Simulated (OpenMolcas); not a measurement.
Rh: from CASSCF to CASPT2

```
Program             : OpenMolcas
Basis               : ANO-RCC-VTZP [7s6p4d2f1g]
Scalar Hamiltonian  : DKH2, point nucleus
Active space        : 9 electrons in 6 orbitals (4d 5s)
State averaging     : 2S+1 = 4 even, 20 roots; 2S+1 = 2 even, 52 roots kept (CI in the orbitals of an earlier block)
Spin-orbit coupling : state interaction with AMFI integrals over the reference wave functions, term energies averaged over their components
```

Methods on the same reference wave functions:
A. CASSCF
B. SS-CASPT2, IPEA 0.25 Eh, imaginary shift 0.1 Eh (closed shells correlated: 4s 4p)
C. MS-CASPT2, IPEA 0.25 Eh, imaginary shift 0.1 Eh (closed shells correlated: 4s 4p)
D. XMS-CASPT2, IPEA 0.25 Eh, imaginary shift 0.1 Eh (closed shells correlated: 4s 4p)

Energies in cm⁻¹ above 4d⁸ 5s ⁴F_9/2, the measured ground level; measured values from NIST Handbook of Basic Atomic Spectroscopic Data.

| Level | A | B | C | D | Measured |
| --- | --- | --- | --- | --- | --- |
| 4d⁸ 5s ⁴F_9/2 | 0.0 | 0.0 | 0.0 | 0.0 | 0.0 |
| 4d⁸ 5s ⁴F_7/2 | 1609 | 1510 | 1511 | 1565 | 1530 |
| 4d⁸ 5s ⁴F_5/2 | 2969 | 2890 | 2900 | 2930 | 2598 |
| 4d⁸ 5s ⁴F_3/2 | 3831 | 3630 | 3640 | 3700 | 3473 |
| 4d⁸ 5s ²F_7/2 | 7485 | 5450 | 5450 | 6280 | 5691 |
| 4d⁷ 5s² ⁴F_9/2 | 11555 | 10320 | 10360 | 8000 |  |
| 4d⁷ 5s² ⁴F_7/2 | 13487 | 12280 | 12300 | 9930 |  |
| 4d⁷ 5s² ⁴F_5/2 | 14737 | 13540 | 13600 | 11050 |  |
| 4d⁸ 5s ⁴P_3/2 [66 %] | 15234 | 11380 | 11360 | 11110 |  |
| 4d⁸ 5s ⁴P_1/2 | 15542 | 11630 | 11630 | 11270 |  |
| 4d⁷ 5s² ⁴F_3/2 | 15775 | 14260 | 14350 | 12200 |  |
| 4d⁸ 5s ²P_3/2 [73 %] | 18246 | 13500 | 13380 | 13970 |  |
| 4d⁸ 5s ²P_1/2 | 18956 | 14110 | 13910 | 14390 |  |
| 4d⁸ 5s ²G_9/2 | 20056 | 16550 | 16350 | 16500 |  |
| 4d⁸ 5s ²G_7/2 | 20271 | 16750 | 16420 | 16660 |  |
| 4d⁷ 5s² ⁴P_5/2 | 25645 | 20900 | 20940 | 19000 |  |
| 4d⁷ 5s² ⁴P_3/2 | 26329 | 21700 | 21590 | 19710 |  |
| 4d⁷ 5s² ²G_9/2 | 27041 | 24120 | 24230 | 23280 |  |
| 4d⁷ 5s² ⁴P_1/2 | 27150 | 22570 | 22540 | 20520 |  |

Deviations, from unrounded energies. A percentage is the sum of absolute deviations over the sum of measured energies, with the sign that they share, or ± where signs differ.

| Against measurement | Levels | A | B | C | D |
| --- | --- | --- | --- | --- | --- |
| mean absolute deviation (cm-1) | 4 | 650 | 180 | 180 | 300 |
| fine structure of the ground term (%) | 3 | +10.6 | ±6.2 | ±6.4 | +7.8 |
| other terms of the ground configuration (%) | 1 | +31.5 | -4.2 | -4.2 | +10.3 |

B, C lie about equally close to measurement and A furthest from it. The largest miss of B in the table is 4d⁸ 5s ⁴F_5/2, by +290 cm-1. The ranking rests on the paired levels alone, and a cruder setting can come out closer through cancelling errors.

Among B to D the level of the table that moves most is 4d⁷ 5s² ⁴F_5/2, by 2500 cm-1 (lowest in D, highest in C). Moves below CASPT2's spread within the term are not significant.

The mean deviations of B to D differ by less than CASPT2's widest spread within a term (1900 cm-1), so their order carries little weight.

From A to B the spin-free energies of the other terms of 4d⁸ 5s shown, above ⁴F, scale by factors of 0.68 to 0.81.

The lowest spin-free term lies below A's lowest term by 0.586 hartree in B, 0.586 hartree in C, 0.599 hartree in D.

CASPT2 breaks the degeneracy within a term, and the mean is taken; among the terms shown or strongly mixed into the levels shown the widest spread is 1900 cm-1 (4d⁸ 5s ²F, D). Terms from blocks run as CI alone lack orbitals of their own. A single d shell beside an s shell can misplace configurations of different d count against each other. No level of 4d⁹ was computed, though it lies in the active space. The CASPT2 spread within a term exceeds the gap to the next term for 4d⁷ 5s² ⁴F and 4d⁸ 5s ²P, so the order of their levels is uncertain, and so are names and mixing where such terms share a J (figures for C; the like holds for D). Without dynamic correlation excited terms often stand tens of per cent too high (terms of higher spin than the ground term too low), and those without a measured partner can miss by more than the paired ones (holds for A). Configurations are named by rounded mean occupations; where the s occupation lies near a half they are strongly mixed, a name can repeat and a true partner stay unpaired (holds for B; C; D). Computed and measured levels are paired by configuration, term and J; levels that our copy of the source lacks, or whose pairing is in doubt (as where it misses far off the trend of its configuration), stay unpaired and out of the deviations. Levels of configurations outside the active space are missing. Levels that lie high or do not pair safely by name in every column are left out.

A share in square brackets marks a mixed level and gives the weight of the term that names it, the lowest over the columns.
